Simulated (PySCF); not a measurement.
## Ionisation energy of Mo⁺ by level of theory

Mo⁺ [Kr] 4d5 (6S) → Mo²⁺ [Kr] 4d4 (5D), as a difference of total energies. Calculation: PySCF 2.14, in cc-pVTZ-PP with ECP28MDF (5s5p4d2f1g, 63 functions); scalar relativity through the core potential. Correlated levels: valence: 4s2 4p6 frozen. The calculations carry no spin-orbit coupling.

```
           method  ionisation energy (eV)
              UHF                  15.082
             PBE0                  16.271
           r2SCAN                  16.287
    MP2 (valence)                  15.738
SCS-MP2 (valence)                  15.301
```

Task: How much does correlation contribute at MP2 (valence)?

Result: 15.738 − (15.082) = 0.656 eV, measured against UHF.

The reference lies between the lowest fine-structure levels, while these numbers refer to the centres of the terms.

Errors of the correlated levels include the incompleteness of this basis and the frozen core.

For comparison: 16.16 ± 0.12 eV (semi-empirical (NIST evaluation); NIST Atomic Spectra Database, ionization energies).
